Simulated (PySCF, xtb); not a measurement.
C₃H₇FOSi, SMILES C(C=O)[SiH2]CF. One conformer was computed; it need not be the lowest.

Harmonic wavenumbers (cm⁻¹) from GFN2-xTB (xtb) at its own minimum, in rising order: 39, 57, 90, 126, 226, 293, 445, 492, 545, 645, 698, 711, 752, 757, 833, 921, 1027, 1027, 1134, 1157, 1201, 1273, 1390, 1436, 1444, 1767, 2263, 2299, 2732, 2938, 2946, 3008, 3020.

**Question.** What does PBE-D3(BJ)/def2-SVP in PySCF give at its own minimum? (Estimate from the structure and the level; the computed values follow.)

**Answer.** 40, 71, 103, 122, 212, 311, 455, 475, 578, 617, 688, 757, 833, 837, 903, 922, 1003, 1039, 1099, 1121, 1200, 1262, 1354, 1376, 1404, 1786, 2177, 2193, 2746, 2938, 2985, 2994, 3067. Paired by order, the mean absolute difference is 31 cm⁻¹ and the zero-point energies are 56.7 and 56.7 kcal/mol.
